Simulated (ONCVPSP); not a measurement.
**Logarithmic derivatives: Cr (Z = 24), ONCV**

- Element: Cr (Z = 24)
- Generator: ONCVPSP 4.0.1
- Type: optimised norm-conserving Vanderbilt (ONCV)
- Functional: LDA (Perdew-Wang 92)
- Relativity: scalar-relativistic
- Frozen core: [Ne]
- Valence charge: 14
- Reference configuration: 3s2 3p6 3d3 (charge +3)
- Partial waves: 3s: rc 0.90 bohr, ncon 5, nbas 8, qcut 9.4 1/bohr, 2 projectors, debl 1.6 Ha; 3p: rc 0.95 bohr, ncon 4, nbas 7, qcut 7.3 1/bohr, 2 projectors, debl 0.6 Ha; 3d: rc 1.80 bohr, ncon 3, nbas 7, qcut 7.2 1/bohr, 2 projectors, debl 0.4 Ha
- Local potential: polynomial inside 0.60 bohr (lpopt 1, dvloc0 0 Ha)
- Core correction: none

In the s channel the program set the typed energies aside and used -4.128, 0.250 Ha. In the p channel the program set the typed energies aside and used -3.076, 0.250 Ha. In the d channel the program set the typed energies aside and used -1.448, 0.250 Ha.

The phase is arctan(r·R′/R) of the radial function R(r), unwrapped; energies in Ha, scanned from -6 to 5 Ha. A pole is an energy at which the radial function vanishes at the test radius. The pseudo phase is shifted by a multiple of π to meet the all-electron one at the reference energy, and phase errors are pseudo minus all-electron; the curves can meet again beyond the range given. Levels narrower than the energy grid can be missing from the lists of poles.

| channel | radius (bohr) | reference energy (Ha) | poles, all-electron | poles, pseudo | unbroken range about the reference energy with phases within 0.05 rad | phase error 1 Ha above the reference energy (rad) |
| --- | --- | --- | --- | --- | --- | --- |
| s | 0.91 | -4.13 | 2.36 | 2.36 | the whole range | -0.000 |
| p | 0.97 | -3.08 | 1.86 | 1.86 | the whole range | -0.000 |
| d | 1.83 | -1.45 | -1.12, 3.81 | -1.12, 3.16 | below 3.0 | -0.001 |

Phases in the d channel:

```
E (Ha)  all-electron  pseudo
 -5.96         1.357   1.356
 -5.40         1.341   1.339
 -4.84         1.319   1.317
 -4.28         1.290   1.288
 -3.72         1.249   1.246
 -3.16         1.183   1.180
 -2.60         1.052   1.047
 -2.04         0.597   0.590
 -1.48        -1.167  -1.167
 -0.92        -1.690  -1.691
 -0.36        -1.961  -1.962
  0.20        -2.442  -2.442
  0.76        -3.565  -3.575
  1.32        -4.225  -4.242
  1.88        -4.455  -4.478
  2.44        -4.567  -4.599
  3.00        -4.638  -4.688
  3.56        -4.691  -4.778
  4.12        -4.738  -4.928
  4.68        -4.785  -5.564
```
